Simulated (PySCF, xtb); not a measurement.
C₂H₈FNSi₂, SMILES [SiH3]N[Si@H](F)C=C.

GFN2-xTB (xtb 6.7.1) at its own geometry gives an orbital gap of 4.06 eV and a dipole moment of 2.25 D.

Geometry: B3LYP-D3(BJ)/def2-SVP. The structure was generated by enumeration; whether it is a known compound was not checked. Other conformers were not sampled.

Question: What does PBE/def2-TZVP (PySCF) give? (An estimate is asked for; the answer gives what the named calculation found.)

Answer: gap 4.69 eV (levels -6.56 and -1.87 eV), dipole 1.85 D.
